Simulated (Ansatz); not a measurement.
OS, triplet, geometry from GFN2-xTB. Base run: R2SCAN/6-31G** (Ansatz, a first-principles code).

Input for Ansatz:
Ansatz 0.2 input:
```yaml
crystal:
  periodic: [false, false, false]
  atoms:
    - {symbol: O, position_ang: [-0.00000000, -0.00000000, -0.97800273]}
    - {symbol: S, position_ang: [0.00000000, 0.00000000, 0.48900137]}
basis:
  gaussian:
    orbitals: 6-31G__.json
hamiltonian:
  xc: r2scan
magnetization: {spin_polarized: true, initial_magnetization: 2}
```
The basis file holds 6-31G** in the JSON format of the Basis Set Exchange.

Each row names what was changed in the base input (with any setting that the change needs).

```csv
change,E (Eh),SCF-reference <S^2>
base,-473.27467,2.007
functional = pbe0,-473.11693,2.007
functional = blyp,-473.33168,2.003
functional = PBE-QIDH,-472.98286,2.020
functional = b3lyp; dispersion = d3bj,-473.35099,2.006
functional = wB97M-V,-473.29286,2.005
functional = b3lyp; dispersion = d3bjatm,-473.35099,2.006
functional = pbe; dispersion = d4,-473.09249,2.003
functional = revpbe,-473.24442,2.003
functional = b3lyp,-473.34990,2.006
functional = hf,-472.32780,2.036
functional = BHLYP,-473.29528,2.013
functional = B97M-V,-473.20547,2.006
```

Total energies compare only within one method and basis.
